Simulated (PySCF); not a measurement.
A geometry optimisation on `[BeH-]` [singlet].

Method: PBE0-D3(BJ)/def2-SVP geometry optimisation, gas phase (PySCF 2.14.0). Start geometry: GFN2-xTB. The input is one job of a driver script: a line of settings, then coordinates in Å.

Input:
```
{"job": {"xc": "PBE0", "basis": "def2-SVP", "d3": "d3bj", "grid": 1, "kind": "geom"}, "charge": -1, "multiplicity": 1}
Be     1.431620    -0.008500     0.003891
H     -1.428863     0.009768    -0.018040
```

Output:
```
step   0  E = -15.15730920  max force = 0.016261
step   1  E = -15.16393811  max force = 0.018515
step   2  E = -15.16746488  max force = 0.019623
step   3  E = -15.17142511  max force = 0.020783
step   4  E = -15.17586254  max force = 0.021967
step   5  E = -15.18081103  max force = 0.023107
step   6  E = -15.18625838  max force = 0.024036
step   7  E = -15.19209317  max force = 0.024406
step   8  E = -15.19797365  max force = 0.023501
step   9  E = -15.20916318  max force = 0.004721
step  10  E = -15.20890954  max force = 0.005778
step  11  E = -15.20931503  max force = 0.000827
step  12  E = -15.20932484  max force = 0.000097
optimisation converged
```

Energies in Eh; «max force» is the largest Cartesian gradient component in Eh/bohr.

At which steps does the energy rise by more than 1e-5 Eh?

At step 10 (+0.25 mEh).

How much energy does the optimisation release, in kJ/mol?

E(step 0) − E(last step) = 0.052016 Eh, which is 136.6 kJ/mol.

In short: final energy -15.20932 Eh after 12 steps.

Hardware: Arm Neoverse V2, one thread, shared host with 192 logical CPUs at a one-minute load of 92. Cost: 1.1 s, 0.22 GiB resident at most.
Labels such as C1 count atoms from 1, the log's own numbers from 0.
